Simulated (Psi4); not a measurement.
CH3O2 (SMILES O=C[OH2+]), charge +1, singlet, at a GFN2-xTB geometry; REVPBE/6-31G** in Psi4.

The Psi4 input:
```
memory 2 GB

molecule mol {
1 1
  O    -0.996704   -0.486791   -0.020502
  C     0.162609    0.529378   -0.007031
  O     1.224370    0.115755    0.112384
  H    -0.703626   -1.428893   -0.052034
  H    -0.301851    1.512574   -0.077054
  H    -1.791505   -0.291660   -0.563782
}

set basis 6-31g**
set reference rks
set scf_type pk
set puream true
set d_convergence 1e-8
set dft_radial_points 99
set dft_spherical_points 590

energy('revpbe')
print_variables()
```

Output, abridged:

```
   => Loading Basis Set <=

    Name: 6-31G**
    Role: ORBITAL
    Keyword: BASIS

         ---------------------------------------------------------
                                   SCF
               by Justin Turney, Rob Parrish, Andy Simmonett
                          and Daniel G. A. Smith
                              RKS Reference
         ---------------------------------------------------------

  ==> Geometry <==

    Molecular point group: c1
    Full point group: C1

    Geometry (in Angstrom), charge = 1, multiplicity = 1:

       Center              X                  Y                   Z               Mass
    ------------   -----------------  -----------------  -----------------  -----------------
         O           -1.055707250179    -0.491220393334    -0.035114480971    15.994914619570
         C            0.103605749821     0.524948606666    -0.021643480971    12.000000000000
         O            1.165366749821     0.111325606666     0.097771519029    15.994914619570
         H           -0.762629250179    -1.433322393334    -0.066646480971     1.007825032230
         H           -0.360854250179     1.508144606666    -0.091666480971     1.007825032230
         H           -1.850508250179    -0.296089393334    -0.578394480971     1.007825032230

  Running in c1 symmetry.

  Rotational constants: A =      2.10407  B =      0.34843  C =      0.30110 [cm^-1]
  Rotational constants: A =  63078.43388  B =  10445.60612  C =   9026.71329 [MHz]
  Nuclear repulsion =   75.605060172708747

  Charge       = 1
  Multiplicity = 1
  Electrons    = 24
  Nalpha       = 12
  Nbeta        = 12

  ==> Algorithm <==

  SCF Algorithm Type is PK.
  DIIS enabled.
  MOM disabled.
  Fractional occupation disabled.
  Guess Type is SAD.
  Energy threshold   = 1.00e-06
  Density threshold  = 1.00e-08
  Integral threshold = 1.00e-12

  ==> Primary Basis <==

  Basis Set: 6-31G**
    Blend: 6-31G**
    Number of shells: 27
    Number of basis functions: 57
    Number of Cartesian functions: 60
    Spherical Harmonics?: true
    Max angular momentum: 2

  ==> DFT Potential <==

   => LibXC <=

    Version 7.1.2
    S. Lehtola, C. Steigemann, M. J. T. Oliveira, and M. A. L. Marques,  SoftwareX 7, 1–5 (2018) (10.1016/j.softx.2017.11.002)

   => Composite Functional: REVPBE <=

    revPBE GGA Exchange-Correlation Functional

    Y. Zhang and W. Yang, Phys. Rev. Lett. 80, 890, 1998

    Deriv               =              1
    GGA                 =           TRUE
    Meta                =          FALSE

    Exchange Hybrid     =          FALSE
    MP2 Hybrid          =          FALSE

   => Exchange Functionals <=

    1.0000   XC_GGA_X_PBE_R

   => Correlation Functionals <=

    1.0000     XC_GGA_C_PBE

   => LibXC Density Thresholds  <==

    XC_GGA_C_PBE:  1.00E-12
    XC_GGA_X_PBE_R:  1.00E-15

   => Molecular Quadrature <=

    Radial Scheme          =       TREUTLER
    Pruning Scheme         =           NONE
    Nuclear Scheme         =       TREUTLER

    Blocking Scheme        =         OCTREE
    BS radius alpha        =              1
    Pruning alpha          =              1
    Radial Points          =             99
    Spherical Points       =            590
    Total Points           =         332681
    Total Blocks           =           2445
    Max Points             =            256
    Max Functions          =             57
    Weights Tolerance      =       1.00E-15

  ==> Integral Setup <==

  Using in-core PK algorithm.
   Calculation information:
      Number of atoms:                   6
      Number of AO shells:              27
      Number of primitives:             60
      Number of atomic orbitals:        60
      Number of basis functions:        57

      Integral cutoff                 1.00e-12
      Number of threads:                 1

  Performing in-core PK
  Using 2734062 doubles for integral storage.
  We computed 70592 shell quartets total.
  Whereas there are 71631 unique shell quartets.

  ==> DiskJK: Disk-Based J/K Matrices <==

    J tasked:                  Yes
    K tasked:                   No
    wK tasked:                  No
    Schwarz Cutoff:          1E-12

  Minimum eigenvalue in the overlap matrix is 1.0622877213E-02.
  Reciprocal condition number of the overlap matrix is 2.5392780925E-03.
    Using symmetric orthogonalization.

  ==> Pre-Iterations <==

  SCF Guess: Superposition of Atomic Densities via on-the-fly atomic UHF (no occupation information).

   -------------------------
    Irrep   Nso     Nmo
   -------------------------
     A         57      57
   -------------------------
    Total      57      57
   -------------------------

  ==> Iterations <==

                        Total Energy        Delta E     RMS |[F,P]|

   @RKS iter SAD:  -189.98509777337051   -1.89985e+02   0.00000e+00
   @RKS iter   1:  -189.84121924553619    1.43879e-01   1.02384e-02 ADIIS/DIIS
   @RKS iter   2:  -189.23200013201179    6.09219e-01   2.33017e-02 ADIIS/DIIS
   @RKS iter   3:  -189.93428374672988   -7.02284e-01   5.40079e-03 ADIIS/DIIS
   @RKS iter   4:  -189.96686113243402   -3.25774e-02   2.05320e-03 ADIIS/DIIS
   @RKS iter   5:  -189.97167120361195   -4.81007e-03   4.49217e-04 ADIIS/DIIS
   @RKS iter   6:  -189.97197989895352   -3.08695e-04   8.06806e-05 DIIS
   @RKS iter   7:  -189.97198930470199   -9.40575e-06   1.65411e-05 DIIS
   @RKS iter   8:  -189.97198968693777   -3.82236e-07   1.56459e-06 DIIS
   @RKS iter   9:  -189.97198968999461   -3.05684e-09   1.79345e-07 DIIS
   @RKS iter  10:  -189.97198969003944   -4.48210e-11   2.86526e-08 DIIS
   @RKS iter  11:  -189.97198969004072   -1.27898e-12   7.87769e-09 DIIS
  Energy and wave function converged.

  ==> Post-Iterations <==

   Electrons on quadrature grid:
      Ntotal   =   23.9999999031 ; deviation = -9.687e-08

    Orbital Energies [Eh]
    ---------------------

    Doubly Occupied:

[...]
    Virtual:

[...]
    Final Occupation by Irrep:
              A
    DOCC [    12 ]
    NA   [    12 ]
    NB   [    12 ]

  @RKS Final Energy:  -189.97198969004072

   => Energetics <=

    Nuclear Repulsion Energy =             75.6050601727087468
    One-Electron Energy =                -402.1062852640243364
    Two-Electron Energy =                 159.8558639737160263
    DFT Exchange-Correlation Energy =     -23.3266285724411588
    Empirical Dispersion Energy =           0.0000000000000000
    VV10 Nonlocal Energy =                  0.0000000000000000
    Total Energy =                       -189.9719896900407150

Computation Completed

Properties will be evaluated at   0.000000,   0.000000,   0.000000 [a0]

Properties computed using the SCF density matrix

 Multipole Moments:

 ------------------------------------------------------------------------------------
     Multipole            Electronic (a.u.)      Nuclear  (a.u.)        Total (a.u.)
 ------------------------------------------------------------------------------------

 L = 1.  Multiply by 2.5417464519 to convert [e a0] to [Debye]
 Dipole X            :          0.9548514           -2.7874996           -1.8326482
 Dipole Y            :         -0.0330091           -0.2092566           -0.2422658
 Dipole Z            :          0.0994980           -0.6903397           -0.5908417
 Magnitude           :                                                    1.9407179

 ------------------------------------------------------------------------------------

  Variable Map:
  ----------------------------------------------------------------------------
[...]
  Array Variable Map:
  ----------------------------------------------------------------------------
[...]
[...]
```
